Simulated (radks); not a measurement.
Values are calculated unless marked as measured or tabulated.
Question: Rb VII, 31 electrons, occupied as [Ar] 3d10 4s2 4p1 (the NIST ground configuration). Code: a radial shooting solver on a logarithmic mesh with Libxc functionals. Model: scalar-relativistic Kohn-Sham, r2SCAN, spin-polarised, spherical densities, finite nucleus; open shells are filled with parallel spins first (spin-orbit coupling, left out, can overturn this in heavy ions); meta-GGA in the generalised Kohn-Sham scheme; Fermi nuclear charge, rms radius 4.2036 fm. Some entries of the table are withheld. Estimate them.

orbital  occ.  eigenvalue (eV)  <1/r> (bohr^-1)  <r> (bohr)
1s up       1        -15164.17            37.87     0.04030
1s down     1        -15163.97            37.87     0.04030
2s up       1        -2114.778            8.451      0.1776
2s down     1        -2114.736            8.451      0.1776
2p up       3        -1883.061            8.242      0.1551
2p down     3        -1882.905            8.242      0.1551
3s up       1        -394.4258            2.821      0.5082
3s down     1        -394.2569            2.820      0.5083
3p up       3        -319.1075            2.664      0.5162
3p down     3        -318.8956            2.664      0.5161
3d up       5        -194.9519              (1)      0.5195
3d down     5        -194.6753              (2)      0.5186
4s up       1        -111.0614            1.027       1.309
4s down     1        -108.5833            1.032       1.305
4p up       1         -91.0861           0.9342       1.421
4p down     0         -88.5200           0.9399       1.414

Answer: 
(1) 3d up <1/r> (bohr^-1): 2.405
(2) 3d down <1/r> (bohr^-1): 2.407
